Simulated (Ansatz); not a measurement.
AlBrFHO, SMILES `[OH][Al]([F])[Br]`, charge 0, multiplicity 1.

Problem. Give a relaxed structure at PBE0-D4/def2-TZVP (the Gaussian-basis code of Ansatz). (Best estimate.)

Solution. Ansatz gave: 
Z-matrix (Å, degrees):
```
Al
O 1 1.676
Br 1 2.233 2 122.9
F 1 1.635 2 118.3 3 180.0
H 2 0.956 1 123.3 3 -0.0
```
Point group Cs.
